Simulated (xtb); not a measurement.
FIn (SMILES [F][In]), singlet, from a rough starting geometry (GFN-xTB shapes and energies of metal compounds can be far from the true ones); xtb with GFN2-xTB.

Here is a job for xtb.
```
$ xtb mol.xyz --gfn 2 --opt vtight --json

# file mol.xyz
2

In    -0.54602793    -0.43870533    -0.71712177
F      0.56105326     0.43010942     0.72826033
```

What the program printed (banner, timings and long lists left out):

```
   ID    Z sym.   atoms
    1   49 In     1
    2    9 F      2

           -------------------------------------------------
          |                Calculation Setup                |
           -------------------------------------------------

           -------------------------------------------------
          |                 G F N 2 - x T B                 |
           -------------------------------------------------

          ...................................................
          :                      SETUP                      :
          :.................................................:
          :  # basis functions                  14          :
          :  # atomic orbitals                  13          :
          :  # shells                            5          :
          :  # electrons                        10          :
          :  max. iterations                   250          :
          :  Hamiltonian                  GFN2-xTB          :
          :  restarted?                      false          :
          :  GBSA solvation                  false          :
          :  PC potential                    false          :
          :  electronic temp.          300.0000000     K    :
          :  accuracy                    1.0000000          :
          :  -> integral cutoff          0.2500000E+02      :
          :  -> integral neglect         0.1000000E-07      :
          :  -> SCF convergence          0.1000000E-05 Eh   :
          :  -> wf. convergence          0.1000000E-03 e    :
          :  Broyden damping             0.4000000          :
          :  net charge                          0          :
          :  unpaired electrons                  0          :
          ...................................................

 iter      E             dE          RMSdq      gap      omega  full diag
   1     -6.0572147 -0.605721E+01  0.203E+01    6.52       0.0  T
   2     -6.0579925 -0.777721E-03  0.131E+01    6.29       1.0  T
   3     -6.0582754 -0.282909E-03  0.103E+00    5.79       1.0  T
   4     -6.0583543 -0.788963E-04  0.103E+00    6.19       1.0  T
   5     -6.0584459 -0.916600E-04  0.256E-01    5.98       1.0  T
   6     -6.0584488 -0.287701E-05  0.266E-02    6.01       2.7  T
   7     -6.0584489 -0.617689E-07  0.154E-02    6.02       4.6  T
   8     -6.0584489 -0.168318E-07  0.177E-04    6.02     399.3  T
   9     -6.0584489 -0.107736E-11  0.723E-05    6.02     977.6  T

   *** convergence criteria satisfied after 9 iterations ***

         :::::::::::::::::::::::::::::::::::::::::::::::::::::
         ::                     SUMMARY                     ::
         :::::::::::::::::::::::::::::::::::::::::::::::::::::
         :: total energy              -6.057493238000 Eh    ::
         :: gradient norm              0.001427595372 Eh/a0 ::
         :: HOMO-LUMO gap              6.016701569017 eV    ::
         ::.................................................::
         :: SCC energy                -6.058448882929 Eh    ::
         :: -> isotropic ES            0.039971892669 Eh    ::
         :: -> anisotropic ES          0.005181841868 Eh    ::
         :: -> anisotropic XC         -0.000431822858 Eh    ::
         :: -> dispersion             -0.000448496073 Eh    ::
         :: repulsion energy           0.000955644929 Eh    ::
         :: add. restraining           0.000000000000 Eh    ::
         :: total charge               0.000000000000 e     ::
         :::::::::::::::::::::::::::::::::::::::::::::::::::::

      -----------------------------------------------------------
     |                   =====================                   |
     |                        A N C O P T                        |
     |                   =====================                   |
     |               Approximate Normal Coordinate               |
     |                Rational Function Optimizer                |
[...]
 * total energy  :    -6.0574932 Eh     change       -0.1989520E-12 Eh
 * total energy  :    -6.0574993 Eh     change       -0.6082913E-05 Eh
 * total energy  :    -6.0575005 Eh     change       -0.1150971E-05 Eh
 * total energy  :    -6.0575005 Eh     change       -0.1593827E-09 Eh
   *** GEOMETRY OPTIMIZATION CONVERGED AFTER 4 ITERATIONS ***
         :: total energy              -6.057500472043 Eh    ::
[...]
         :: gradient norm              0.000000000928 Eh/a0 ::
         :: HOMO-LUMO gap              5.990240179915 eV    ::
         ::.................................................::
         :: SCC energy                -6.058391341297 Eh    ::
         :: -> isotropic ES            0.040289044547 Eh    ::
         :: -> anisotropic ES          0.005260289082 Eh    ::
         :: -> anisotropic XC         -0.000415703176 Eh    ::
         :: -> dispersion             -0.000448709410 Eh    ::
         :: repulsion energy           0.000890869253 Eh    ::
         :: add. restraining           0.000000000000 Eh    ::
         :: total charge              -0.000000000000 e     ::
         :::::::::::::::::::::::::::::::::::::::::::::::::::::

           -------------------------------------------------
          |                Property Printout                |
           -------------------------------------------------

    * Orbital Energies and Occupations

         #    Occupation            Energy/Eh            Energy/eV
      -------------------------------------------------------------
         1        2.0000           -0.7030855             -19.1319
         2        2.0000           -0.5085265             -13.8377
         3        2.0000           -0.4104513             -11.1689
         4        2.0000           -0.4104513             -11.1689
         5        2.0000           -0.3991297             -10.8609 (HOMO)
         6                         -0.1789925              -4.8706 (LUMO)
         7                         -0.1789925              -4.8706
         8                         -0.0997221              -2.7136
         9                         -0.0478768              -1.3028
        10                         -0.0478768              -1.3028
        11                         -0.0005193              -0.0141
        12                         -0.0005193              -0.0141
        13                          0.3683232              10.0226
      -------------------------------------------------------------
                  HL-Gap            0.2201373 Eh            5.9902 eV
             Fermi-level           -0.2890611 Eh           -7.8658 eV

     #   Z          covCN         q      C6AA      α(0)
     1  49 In       0.683     0.459   524.038    60.082
     2   9 F        0.683    -0.459    14.306     4.465

 Mol. C6AA /au·bohr⁶  :        676.700569
 Mol. C8AA /au·bohr⁸  :      84696.919148
 Mol. α(0) /au        :         64.547348

Wiberg/Mayer (AO) data.
largest (>0.10) Wiberg bond orders for each atom

 ---------------------------------------------------------------------------
     #   Z sym  total        # sym  WBO       # sym  WBO       # sym  WBO
 ---------------------------------------------------------------------------
     1  49 In   0.985 --     2 F    0.985
     2   9 F    0.985 --     1 In   0.985
 ---------------------------------------------------------------------------

Topologies differ in total number of bonds
Writing topology from bond orders to xtbtopo.mol

molecular dipole:
                 x           y           z       tot (Debye)
 q only:       -0.964      -0.756      -1.258
   full:       -1.062      -0.834      -1.387       4.920
molecular quadrupole (traceless):
                xx          xy          yy          xz          yz          zz
 q only:       -0.020      -0.004       0.039      -0.042       0.003      -0.019
  q+dip:       -0.036       0.099      -0.022       0.127       0.139       0.058
   full:        0.123      -1.071       0.710      -1.820      -1.388      -0.833

optimized geometry written to: xtbopt.xyz

           -------------------------------------------------
          | TOTAL ENERGY               -6.057500472043 Eh   |
          | GRADIENT NORM               0.000000000928 Eh/α |
          | HOMO-LUMO GAP               5.990240179915 eV   |
           -------------------------------------------------

normal termination of xtb
```
